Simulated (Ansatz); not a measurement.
Reaction (redistribution): `[NH2][Al]([NH2])[F]` + `F[SiH2]P` → `[NH2][Al]([F])[PH2]` + `N[SiH2]F`

Calculated with Ansatz (gas phase, PBE0-D4/def2-TZVP geometries, no zero-point term in ΔE). CCSD(T)/CBS adds triple-zeta CCSD(T) − MP2 to the extrapolated MP2 energy (def2 sets, frozen cores). This one scheme is used for every species. DFT in def2-TZVPP. Each species was taken in one conformer, which may not be the lowest.

`[NH2][Al]([NH2])[F]`:

```xyz
8

N    -0.716   -1.021   -0.964
Al    0.514   -0.180   -0.032
N     0.184    1.207    0.997
F     2.071   -0.723   -0.128
H    -0.528   -1.815   -1.554
H    -1.694   -0.788   -0.990
H    -0.718    1.630    1.139
H     0.887    1.690    1.531
```

`F[SiH2]P`:

Z-matrix (Å, degrees):
```
Si
P 1 2.244
F 1 1.602 2 108.5
H 1 1.484 2 108.5 3 -117.4
H 1 1.484 2 114.2 3 119.2
H 2 1.423 1 90.5 3 179.8
H 2 1.421 1 93.9 3 -86.8
```

`[NH2][Al]([F])[PH2]`:

```xyz
8

N    -0.799    1.250   -0.685
Al    0.076   -0.271   -0.586
F     0.764   -0.840   -1.977
P     0.211   -1.564    1.328
H    -0.913    1.788   -1.528
H    -1.243    1.711    0.092
H     0.279   -0.410    2.157
H     1.624   -1.665    1.200
```

`N[SiH2]F`:

```xyz
7

N    -1.008   -0.279    0.066
Si    0.634    0.097   -0.132
F     1.201    1.184    0.903
H    -1.331   -0.887    0.799
H    -1.737    0.333   -0.261
H     0.818    0.684   -1.477
H     1.423   -1.133    0.102
```

```
  level  ΔE (kJ/mol)
   BLYP        -15.8
LC-ωPBE        -17.0
```

Question: What does CCSD(T)/CBS give? (An estimate is asked.)

Answer: Computed: -16.9 kJ/mol. The listed levels differ from it by 1.1, -0.1 kJ/mol.

Question: What do rigid-rotor, harmonic-oscillator terms from PBE0-D4/def2-TZVP frequencies (298.15 K, 1 bar) make of the CCSD(T)/CBS value? (Estimate.)

Answer: Computed: ΔZPE = +1.7 kJ/mol, ΔH = -15.3 kJ/mol, ΔS = 6 J/(mol·K), ΔG = -17.1 kJ/mol.

Largest T1 diagnostic among the species: 0.013.

Leaving LDA and LC-ωPBE aside and taking each functional with its dispersion term where it has one, the values, not all of them listed here, spread over 4.6 kJ/mol, from PBE-QIDH to BLYP-D4. LDA lies −3.6 kJ/mol from PBE without D4.
